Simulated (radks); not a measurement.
Spherical quantum dot in the effective-mass picture: electrons in a parabolic well V = omega^2 r^2 / 2 with omega = 0.907, with a point charge +1 (a donor) at the centre, all in effective atomic units (hartree* = m*/eps^2 hartree, bohr* = eps/m* bohr), one dielectric constant everywhere. Calculated with a radial shooting solver with Libxc functionals: non-relativistic Kohn-Sham, exchange-only LDA, spin-polarised, spherical densities. Levels are named by radial order and angular momentum (1s, 1p, 1d, 2s, ...), and open shells are averaged over m. Results are scaled to m* = 0.493 and eps = 17.6, for which hartree* = 43.31 meV and bohr* = 1.889 nm. Each electron was tried in the lowest free levels, single moves between levels near the top were tried too, and the lowest total energy was kept; such a search can miss a lower state. At N = 1 the Hartree and exchange-correlation terms need not cancel, so that row can carry a self-interaction error.

N	open shells	2S	mu = E(N) - E(N-1) (meV)	addition energy mu(N+1) - mu(N) (meV)	e(HOMO) (meV)	rms radius (nm)
1	1s(up 1, down 0)	1	7.1427	40.55	22.395	1.943
2	none	0	47.694	72.33	60.552	2.132
3	1p(up 1, down 0)	1	120.03	20.07	129.93	2.577
4	1p(up 2, down 0)	2	140.10	20.30	150.28	2.821
5	1p(up 3, down 0)	3	160.39	27.23	170.46	2.995
6	1p(up 3, down 1)	2	187.63	17.64	196.29	3.146
7	1p(up 3, down 2)	1	205.26	18.04	214.28	3.272
8	none	0	223.30	39.53	232.30	3.383
9	2s(up 1, down 0)	1	262.83	19.21	271.12	3.531
10	none	0	282.04	20.09	290.21	3.660
11	1d(up 1, down 0)	1	302.13	15.31	309.80	3.776
12	1d(up 2, down 0)	2	317.44	15.21	325.06	3.880
13	1d(up 3, down 0)	3	332.64	15.07	340.20	3.974
14	1d(up 4, down 0)	4	347.71	14.92	355.20	4.061
15	1d(up 5, down 0)	5	362.63	19.51	370.04	4.142
16	1d(up 5, down 1)	4	382.14	14.06	389.17	4.221
17	1d(up 5, down 2)	3	396.20	14.01	403.21	4.295
18	1d(up 5, down 3)	2	410.20	13.93	417.18	4.365
19	1d(up 5, down 4)	1	424.13	13.83	431.06	4.432
20	none	0	437.96	36.12	444.83	4.496
21	1f(up 1, down 0)	1	474.08	12.81	480.49	4.572
22	1f(up 2, down 0)	2	486.88	12.74	493.27	4.644
23	1f(up 3, down 0)	3	499.63	12.67	505.97	4.712
24	1f(up 4, down 0)	4	512.29	12.59	518.60	4.777
25	1f(up 5, down 0)	5	524.88	12.51	531.15	4.839
26	1f(up 6, down 0)	6	537.39	12.42	543.61	4.899
27	1f(up 7, down 0)	7	549.81	16.37	555.99	4.957
28	1f(up 7, down 1)	6	566.18	11.96	572.16	5.013
29	1f(up 7, down 2)	5	578.14	11.92	584.11	5.067
30	1f(up 7, down 3)	4	590.06	11.87	596.00	5.120
31	1f(up 7, down 4)	3	601.93	11.81	607.84	5.171
32	1f(up 7, down 5)	2	613.74	11.75	619.63	5.221
33	1f(up 7, down 6)	1	625.49	11.69	631.34	5.270
34	none	0	637.18	14.29	643.00	5.317
35	2p(up 1, down 0)	1	651.47	11.81	657.38	5.363
36	2p(up 2, down 0)	2	663.28	11.78	669.17	5.409
37	2p(up 3, down 0)	3	675.06	13.93	680.93	5.454
38	2p(up 3, down 1)	2	688.98	11.51	694.74	5.498
39	2p(up 3, down 2)	1	700.50	11.49	706.25	5.541
40	none	0	711.99	23.76	717.73	5.583
41	1g(up 1, down 0)	1	735.75	10.75	741.13	5.629
42	1g(up 2, down 0)	2	746.50	-	751.85	5.673

All shells are closed at N = 2, 8, 10, 20, 34, 40 (there: 1s2 1p6 1d10 2s2 1f14 2p6); the second difference of the energy has clear peaks (12 % above both neighbours; the first and last values, which can be the largest, are not judged, and half-filled shells can peak too) at N = 2, 5, 8, 15, 20, 27, 34, 37, 40.
